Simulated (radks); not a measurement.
Question: The mean radii <r> (bohr) of the occupied orbitals of an atom or ion are listed with their occupations. All-electron calculation, scalar-relativistic Kohn-Sham, PBEsol, spin-polarised, spherical densities, finite nucleus; Fermi nuclear charge, rms radius of each element as measured or else 0.836 A^(1/3) + 0.57 fm. Program: a radial shooting solver on a logarithmic mesh with Libxc functionals.

orbital  occ.      <r>
1s up       1  0.02151
1s down     1  0.02151
2s up       1  0.09154
2s down     1  0.09154
2p up       3  0.08091
2p down     3  0.08091
3s up       1   0.2396
3s down     1   0.2394
3p up       3   0.2383
3p down     3   0.2381
3d up       5   0.2168
3d down     5   0.2165
4s up       1   0.5371
4s down     1   0.5372
4p up       3   0.5666
4p down     3   0.5666
4d up       5   0.6073
4d down     5   0.6074
5s up       1    1.174
4f up       5   0.6951
5p up       3    1.290
5p down     2    1.307

Name the element and its charge. Open shells, if any, are filled with parallel spins first.

Answer: Z = 65, terbium, charge +8: Tb8+ in [Kr] 4d10 4f5 5s1 5p5. The 1s radius gives Z: for a bare nucleus <r> = (2 gamma + 1)/(2Z) with gamma = sqrt(1 - (Z/c)^2), 0.02124 bohr for Z = 65, and screening makes it slightly larger (0.02151 here). The occupations add up to 57, and the charge is Z minus that.
